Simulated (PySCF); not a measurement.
Two species compared at the same levels of theory.

First species: C4H6Al2Cl2O.
Geometry (PBE0-D3(BJ)/def2-SVP, Å), atoms numbered from 1 in this order:
```xyz
15
C4H6Al2Cl2O angstrom
C     -2.5584   -0.6242    0.4750
C     -2.8604   -0.1124   -0.7534
O     -1.8135    0.5557   -1.2587
C     -0.7831    0.4955   -0.3552
Al     0.8911    1.3747   -0.7623
Cl     2.1492    1.0120    1.1346
Al     3.1834   -0.7821    0.0758
Cl     2.2820   -0.0887   -1.9333
C     -1.2126   -0.2315    0.7317
H     -3.2171   -1.2066    1.1155
H     -3.7567   -0.1424   -1.3688
H      1.1445    2.8084   -1.3558
H      4.7356   -0.5070    0.0547
H      2.4361   -2.0876    0.5485
H     -0.6225   -0.4554    1.6190
```

Second species: CH6BN3O.
Atom-mapped SMILES: `[NH2:1][B:2]([NH2:3])[NH:4][CH:5]=[O:6]` (hydrogens: H7, H8 on N1; H9, H10 on N3; H11 on N4; H12 on C5)

Geometry (PBE0-D3(BJ)/def2-SVP, Å), atoms numbered from 1 in this order:
```
atom  x, y, z in Å
N1    -1.3654   -1.1633   -0.6752
B2    -0.5399   -0.1541   -0.1116
N3    -1.0301    1.0195    0.4856
N4     0.9210   -0.3661   -0.1658
C5     1.8840    0.4583    0.3235
O6     1.7016    1.5124    0.8942
H7    -1.0133   -2.0062   -1.1027
H8    -2.3724   -1.0991   -0.6857
H9    -2.0087    1.2463    0.5704
H10   -0.3720    1.6869    0.8714
H11    1.2799   -1.2040   -0.6066
H12    2.9176    0.0681    0.1505
```

Levels: B3LYP/def2-SVPD for dipole moment, HOMO energy, LUMO energy, HOMO–LUMO gap, static isotropic polarisability and electronic spatial extent ⟨r²⟩ about the centre of nuclear charge; TDDFT B3LYP/def2-SVPD for lowest singlet excitation; PBE0-D3(BJ)/def2-SVP for rotational constant A and rotational constant C. Geometries: PBE0-D3(BJ)/def2-SVP. Each structure is a single optimised conformer of the isolated species, non-relativistic unless stated. Electronic properties by PySCF.

Dipoles, sizes and rotational constants follow the conformer. The torsions of the flexible species, by atom-mapped SMILES:
- `[cH:1]1[cH:2][o:3][c:4]([AlH-:5]2[Cl+:6][AlH2-:7][Cl+:8]2)[cH:9]1`: O3–C4–Al5–Cl6 177°
- `[NH2:1][B:2]([NH2:3])[NH:4][CH:5]=[O:6]`: N1–B2–N4–C5 -179°, B2–N4–C5–O6 0°, H–N1–B2–N3 180°, H–N1–B2–N3 0°, H–N3–B2–N1 0°, H–N3–B2–N1 180°

Task: Which has the higher rotational constant A?

Result: The second: 7.467 GHz against 1.491 GHz, a difference of 5.976 GHz.

Task: Which of the two has the higher S1 energy, and by how much?

Result: The second: 5.43 eV against 4.82 eV, a difference of 0.61 eV.

Task: Which of the two has the higher static isotropic polarisability, and by how much?

Result: The first: 127.6 au against 56.4 au, a difference of 71.2 au.

Task: Which has the higher HOMO energy?

Result: The first: -6.60 eV against -6.86 eV, a difference of 0.26 eV.

Task: Which has the higher rotational constant C?

Result: The second: 1.884 GHz against 0.478 GHz, a difference of 1.406 GHz.

Task: Which of the two has the higher LUMO energy, and by how much?

Result: The second: -0.24 eV against -1.20 eV, a difference of 0.96 eV.

Task: Which of the two has the higher ⟨r²⟩, and by how much?

Result: The first: 2390 bohr² against 621 bohr², a difference of 1769 bohr².

Task: Which of the two has the higher HOMO–LUMO gap, and by how much?

Result: The second: 6.62 eV against 5.40 eV, a difference of 1.22 eV.

On the first: S1 lies 0.58 eV below the HOMO–LUMO gap; its leading configuration is HOMO→LUMO, weight 0.94. The polarisability is 18.91 Å³ as a volume (1 au = 0.148185 Å³), or 1.30 au for each of the 98 electrons.

On the second: A dipole of 3.91 D is allowed in Cs, and pure rotational transitions are dipole-allowed. The principal polarisabilities are 39.3, 60.4 and 69.5 au; their mean is the isotropic value.
